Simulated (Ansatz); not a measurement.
heptafluorocyclopentane (C5H3F7), SMILES FC1CC(F)(F)C(F)(F)C1(F)F. Atoms are numbered in the order given.

```xyz
15

F      2.0199    -0.4808    -0.9743
C      1.5787    -0.2622     0.2997
C      0.6631    -1.3881     0.7421
C     -0.6676    -1.1264     0.0431
F     -0.7748    -1.8407    -1.0877
F     -1.7126    -1.4314     0.8274
C     -0.6853     0.4025    -0.3072
F     -1.7442     1.0119     0.2260
F     -0.6931     0.5811    -1.6287
C      0.6408     0.9442     0.2818
F      1.1172     1.9819    -0.3999
F      0.4172     1.3173     1.5588
H      2.4380    -0.0859     0.9650
H      0.5012    -1.3304     1.8270
H      1.0597    -2.3779     0.4825
```

Geometry optimised at PBE0-D3(BJ)/def2-SVP. One conformer was computed; it need not be the lowest.

Two levels are set side by side: PBE-D3(BJ)/def2-SVP (Ansatz, a first-principles code) and PBE0-D3(BJ)/def2-SVP (Ansatz). Each level has its own optimised geometry; the coordinates shown are those of the second. Differences are taken from unrounded values.

```tsv
quantity	PBE0-D3(BJ)	PBE-D3(BJ)	PBE-D3(BJ) minus PBE0-D3(BJ)
mean bond length (Å)	1.359	1.373	0.014
bond F1–C2 (Å)	1.366	1.382	0.017
bond C2–C3 (Å)	1.517	1.527	0.010
bond C2–C10 (Å)	1.528	1.541	0.012
bond C3–C4 (Å)	1.526	1.535	0.010
bond C4–F5 (Å)	1.342	1.359	0.017
bond C4–F6 (Å)	1.342	1.359	0.017
bond C4–C7 (Å)	1.569	1.584	0.016
bond C7–F8 (Å)	1.333	1.350	0.017
bond C7–F9 (Å)	1.334	1.350	0.017
bond C7–C10 (Å)	1.549	1.564	0.015
bond C10–F11 (Å)	1.330	1.346	0.016
bond C10–F12 (Å)	1.349	1.368	0.019
bond C2–H13 (Å)	1.101	1.110	0.009
bond C3–H14 (Å)	1.098	1.107	0.008
bond C3–H15 (Å)	1.097	1.106	0.008
```

GGA bonds tend to be longer and softer than those of functionals with exact exchange. Differences between two approximate levels are no errors against the true value.
